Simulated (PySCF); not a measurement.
Q: Write a Z-matrix for InChI=1S/C3H9FSi2/c4-3-1-2-5-6-3/h3H,1-2,5-6H2/t3-/m1/s1 as optimised with PBE0-D3(BJ)/def2-SVP.

A: 
Z-matrix in Å and degrees, rows numbered from 1:
```
F 
C   1  1.3931
C   2  1.5223  1  108.45
C   3  1.5351  2  111.72  1    62.28
Si  4  1.9090  3  109.32  2    52.33
Si  2  1.9329  1  107.20  3   117.18
H   2  1.1036  1  107.79  3  -120.01
H   3  1.1053  2  107.93  1  -175.87
H   3  1.1038  2  109.22  1   -60.57
H   4  1.1020  3  108.92  2   -65.13
H   4  1.1006  3  111.50  2   176.92
H   5  1.4966  4  111.58  3    91.01
H   5  1.4936  4  113.18  3  -145.88
H   6  1.4914  2  111.04  1    33.40
H   6  1.4969  2  110.26  1   155.13
```

Of the pairs four or more bonds apart, F1···H10 is among the closest relative to their van der Waals radii: 2.62 Å, 98 % of the sum of Bondi's values. Si6 (SiH2 silicon) has angles from 92.2° to 118.6°. The C–Si distances run from 1.909 Å (C4–Si5, drawn single) to 1.933 Å (C2–Si6, drawn single), a spread of 0.024 Å. Si5 (SiH2 silicon) has angles from 93.3° to 116.7°.

Theory: PySCF 2.14.0, PBE0-D3(BJ)/def2-SVP geometry optimisation, gas phase.

Point group: C1 (no symmetry element, even within 0.4 Å). No frequency check. One conformer, not necessarily the lowest (F1–C2–C3–C4 62°, C2–C3–C4–Si5 52°, C3–C4–Si5–Si6 -25°, C4–Si5–Si6–C2 -2°).
